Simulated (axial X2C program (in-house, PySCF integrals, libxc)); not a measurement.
# Photoelectron levels of InH by EOM-IP-CCSD

Computed with an in-house all-electron X2C program for linear molecules (integrals from PySCF): two-component X2C with atomic mean-field Coulomb and Gaunt terms, Gaussian nuclei, basis In dyall-cv3z, H dyall-v3z with contracted cores.

R = 1.850 Å (near the PBE0 minimum at charge 0 of the determinant lowest at the starting distance; the state shown can have its own minimum elsewhere).

Vertical ionisation energies of InH to the states of InH⁺:

```csv
Ω of InH⁺,vertical IE (eV),above lowest (cm⁻¹),ionised spinor,one-hole weight
1/2,8.094,0,"46% In pσ, 26% H sσ, 23% In sσ",0.96
1/2,12.642,36682,"63% In sσ, 34% H sσ",0.87
```

This point took 12 s on 1 thread of Intel(R) Xeon(R) Processor @ 2.30GHz, on a shared host.

Reference electrons by ω block (each with its −ω partner): 1/2: 16, 3/2: 7, 5/2: 2. 14 electrons of InH correlated (inner shells frozen), 94 natural virtual spinors (a truncated set); levels can be off by some tenths of an eV. Roots sought by Ω: (1/2: 4, 3/2: 3, 5/2: 1); the list ends where they run out and leaves out roots under 60 % one-particle weight. The solver can skip a root, and states that need a further excitation, which the method places far too high, are missing though they may lie low or lowest. T1 of the reference 0.015 (Lee–Taylor). Number of frozen shells: In 4 s, 3 p, 1 d; H none.
